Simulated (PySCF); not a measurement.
One of the candidates below gave these computed data.

All candidates are C7H11F.

* UV, strongest line: among the 6 lowest singlet transitions: S3 at 8.45 eV (147 nm, f = 0.022) [TDDFT PBE0/def2-SVPD]
* UV, first state: lowest singlet excitation: 7.82 eV (159 nm, f = 0.000) [TDDFT PBE0/def2-SVPD]
* Polarisability: 75.1 au [PBE0/def2-SVPD]
* Rotational structure: rotational constants A, B, C: 3.195, 2.186, 1.843 GHz [GFN2-xTB]
* 13C NMR: chemical shifts (computed TMS as zero) by class: 106.0 (1 C), 43.0 (1 C), 35.9 (1 C), 35.5 (2 C), 32.2 (2 C) ppm [GIAO PBE0/pcSseg-1]
* Dipole: 2.09 D [PBE0/def2-SVPD]
* 1H NMR: chemical shifts (computed TMS as zero) by class: 1.97 (2 H), 1.90 (2 H), 1.86 (1 H), 1.61 (2 H), 1.45 (2 H), 1.41 (2 H) ppm [GIAO PBE0/pcSseg-1]
* NMR, other nuclei: isotropic shieldings of nuclei other than C and H, by class: 383 (1 F) ppm [GIAO PBE0/pcSseg-1]
* Triplet: lowest triplet excitation (Tamm–Dancoff): 7.66 eV [TDA PBE0/def2-SVPD]

The electronic properties come from PySCF, for the isolated species, density fitting. Levels stand in brackets. Geometry: GFN2-xTB; no solvent, vibrations or thermal averaging. NMR values are class means; diastereotopic atoms form classes of their own.

Question: Which candidate is it?
A. `CC[C@@H](F)[C@H]1C=CC1`
B. `FCC[C@H]1CC12CC2`
C. `F[C@]12CC[C@H](CC1)C2`

Answer: C. It is `F[C@]12CC[C@H](CC1)C2`. Numbering: `[F:1][C@:2]12[CH2:3][CH2:4][C@H:5]([CH2:6][CH2:7]1)[CH2:8]2`. Its formula, C7H11F, gives 2 degrees of unsaturation: 2 rings and 0 π bonds in the structure found. 7 carbons fall into 5 classes; from least to most shielded: sp3 C–F carbon [C2] (106.0 ppm), ring CH2 carbon [C8] (43.0 ppm), sp3 carbon at a ring junction [C5] (35.9 ppm), ring CH2 carbon [C3/C7] (35.5 ppm, 2 C), ring CH2 carbon [C4/C6] (32.2 ppm, 2 C). Hydrogen classes from least to most shielded: 2 H on 2 ring CH2 carbons, C3/C7 (1.97 ppm), 2 H on 2 ring CH2 carbons, C4/C6 (1.90 ppm), 1 H on an sp3 carbon at a ring junction, C5 (1.86 ppm), 2 H on 2 ring CH2 carbons, C3/C7 (1.61 ppm), 2 H on a ring CH2 carbon, C8 (1.45 ppm), 2 H on 2 ring CH2 carbons, C4/C6 (1.41 ppm). The other shieldings belong to: 383 ppm, alkyl fluorine [F1]. The optimised geometry has point group Cs and is an asymmetric top.

The others, at the same levels:
- `CC[C@@H](F)[C@H]1C=CC1` fails: it has 7 carbon classes against 5; its computed 13C shifts are 148.5 (1 C), 144.6 (1 C), 103.1 (1 C), 51.1 (1 C), 37.4 (1 C), 31.7 (1 C), 13.0 (1 C) ppm, 1H shifts are 6.51 (1 H), 6.12 (1 H), 4.09 (1 H), 2.89 (1 H), 2.85 (1 H), 2.50 (1 H), 1.57 (1 H), 1.53 (1 H), 1.20 (3 H) ppm and rotational constant A is 4.207 GHz (against 3.195 GHz).
- `FCC[C@H]1CC12CC2` fails: it has 7 carbon classes against 5; its computed 13C shifts are 87.1 (1 C), 37.7 (1 C), 16.7 (1 C), 15.4 (1 C), 14.9 (1 C), 9.6 (1 C), 7.3 (1 C) ppm, 1H shifts are 4.85 (1 H), 4.82 (1 H), 2.28 (1 H), 1.18 (1 H), 0.88 (1 H), 0.88 (1 H), 0.85 (1 H), 0.83 (1 H), 0.82 (1 H), 0.74 (1 H), 0.41 (1 H) ppm and lowest singlet excitation is 7.60 eV (163 nm, f = 0.011) (against 7.82 eV).

Each candidate is one conformer, not necessarily the lowest. The conformers computed, where there is a choice (atom-mapped SMILES and torsion angles):
- `[CH3:1][CH2:2][C@@H:3]([F:4])[C@H:5]1[CH:6]=[CH:7][CH2:8]1`: C1–C2–C3–F4 64°, C2–C3–C5–C6 74°
- `[F:1][CH2:2][CH2:3][C@H:4]1[CH2:5][C:6]12[CH2:7][CH2:8]2`: F1–C2–C3–C4 179°, C2–C3–C4–C5 82°

The conformers of `F[C@]12CC[C@H](CC1)C2` aren't listed.
